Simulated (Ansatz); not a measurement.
AlH₂SF₃⁻, that is Al(H2S)F3 with one electron more. Total charge -1; doublet. Geometry PBE-D4/def2-SVP, that of the neutral singlet; atoms count from 1.

| atom | x (Å) | y (Å) | z (Å) |
| --- | --- | --- | --- |
| Al1 | -0.650 | 0.754 | -0.273 |
| S2 | 1.154 | -0.983 | -0.251 |
| H3 | 1.637 | -0.592 | 0.965 |
| H4 | 0.355 | -1.932 | 0.317 |
| F5 | 0.285 | 2.109 | -0.567 |
| F6 | -1.174 | 0.516 | 1.302 |
| F7 | -1.607 | 0.129 | -1.495 |

The highest occupied level of the charge -1 doublet lies above zero (up to 1.20 eV). Energy differences put its binding near zero (-0.04 eV; vertical, against the charge 0 singlet, at PBE0-D4/def2-TZVPD), which leaves it undecided.

(1) Estimate the Mulliken populations from the PBE0/def2-TZVPD orbitals of Ansatz.

(2) Where does the spin sit?

(3) And the Mayer bond orders between heavy atoms (over 0.3)?

## Answers

(1) 
```json
{"atom": "Al1", "charge (e)": "-0.20", "spin (α − β)": "0.98"}
{"atom": "S2", "charge (e)": "-0.10", "spin (α − β)": "-0.25"}
{"atom": "H3", "charge (e)": "0.24", "spin (α − β)": "0.08"}
{"atom": "H4", "charge (e)": "0.24", "spin (α − β)": "0.08"}
{"atom": "F5", "charge (e)": "-0.37", "spin (α − β)": "0.02"}
{"atom": "F6", "charge (e)": "-0.43", "spin (α − β)": "0.07"}
{"atom": "F7", "charge (e)": "-0.37", "spin (α − β)": "0.02"}
```
Mulliken values depend strongly on the basis. With diffuse functions, as here, like atoms can get unlike values, and bond orders can come out too low or too high.

(2) Summed by element: Al 0.98, S -0.25, H 0.16, F 0.10, of 1 unpaired in all. Largest on single atoms: Al1 0.98, S2 -0.25, H4 0.08.

(3) Al1–F5 0.98 (1.67 Å); Al1–F6 1.10 (1.68 Å); Al1–F7 0.98 (1.67 Å).
